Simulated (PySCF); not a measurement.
**`C[C@]1(Br)CC(=O)/C1=C\F`, C₆H₆BrFO**

Geometry:
```tsv
atom	x (Å)	y (Å)	z (Å)
C1	-1.504	0.791	0.206
C2	-0.494	0.076	-0.666
Br3	-0.704	0.705	-2.534
C4	-0.458	-1.462	-0.540
C5	0.946	-1.338	0.040
O6	1.724	-2.112	0.511
C7	0.939	0.128	-0.197
C8	1.818	1.120	-0.134
F9	3.058	0.957	0.302
H10	-1.384	0.475	1.241
H11	-1.364	1.868	0.152
H12	-2.516	0.555	-0.120
H13	-1.197	-1.892	0.134
H14	-0.484	-2.005	-1.483
H15	1.616	2.142	-0.439
```

Theory: quadratic response CAM-B3LYP/def2-SVPD first hyperpolarisability, Taylor convention, gas phase in PySCF. Geometry: GFN2-xTB.

The calculation is non-relativistic, which matters for the atoms heavier than Zn.

Give β for the processes computed.

In 10⁻³⁰ esu, Taylor convention; the vector part is βᵢ = ⅓ Σⱼ (βᵢⱼⱼ + βⱼᵢⱼ + βⱼⱼᵢ); β∥ is 3/5 of the vector part along the dipole, the dipole points from − to +:
```csv
process,λ (nm),β vector norm,β∥,β HRS,depolarisation ratio
"static β(0;0,0)",∞,3.25,-1.02,1.20,8.37
"second harmonic β(−2ω;ω,ω)",1064,3.74,-1.12,1.39,7.70
"Pockels β(−ω;ω,0)",1064,3.40,-1.05,–,–
```

Which lowest excitations, dipole and polarisabilities go with it?

S1 3.66 eV (f = 0.000); S2 5.10 eV (f = 0.060); S3 5.30 eV (f = 0.001); dipole 3.43 D; isotropic α 94.5 au static, 95.5 au at 1064 nm, 98.7 au at 532 nm.
